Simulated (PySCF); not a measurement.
wavenumber (cm⁻¹), absorption (km/mol per cm⁻¹) and a bar:
```
        0      0.001 
       37      0.001 
       75      0.001 
      112      0.002 
      150      0.003 
      187      0.004 
      224      0.007 
      262      0.016 #
      299      0.054 ##
      337      0.077 ###
      374      0.022 #
      411      0.009 
      449      0.005 
      486      0.003 
      523      0.002 
      561      0.002 
      598      0.002 
      636      0.001 
      673      0.001 
      710      0.001 
      748      0.001 
      785      0.002 
      823      0.003 
      860      0.005 
      897      0.016 #
      935      0.017 #
      972      0.005 
     1010      0.003 
     1047      0.002 
     1084      0.002 
     1122      0.002 
     1159      0.002 
     1197      0.002 
     1234      0.002 
     1271      0.002 
     1309      0.002 
     1346      0.002 
     1383      0.002 
     1421      0.003 
     1458      0.003 
     1496      0.004 
     1533      0.005 
     1570      0.005 
     1608      0.007 
     1645      0.009 
     1683      0.011 
     1720      0.015 #
     1757      0.022 #
     1795      0.036 #
     1832      0.064 ##
     1870      0.146 #####
     1907      0.481 #################
     1944      0.830 ##############################
     1982      0.236 #########
     2019      0.090 ###
     2057      0.045 ##
     2094      0.027 #
     2131      0.018 #
     2169      0.013 
     2206      0.010
```

This is the computed harmonic infrared spectrum of singlet HSnN, Lorentzian lines of 55 cm⁻¹ full width. These are results of PBE0/[Sn def2-TZVP with ECP28, N def2-TZVP, H def2-TZVP], scalar-relativistic core potentials, density fitting, no spin–orbit coupling, PySCF, not measurements.

Q: Which bands make it up, and how are they assigned?

A: In C∞v symmetry, counting bands above 1 % of the strongest: 323 cm⁻¹ (π, bend, 8.2 km/mol); 917 cm⁻¹ (σ+, stretch, 1.9 km/mol); 1934 cm⁻¹ (σ+, stretch, 82 km/mol).

Other isomers or separated fragments may lie lower.
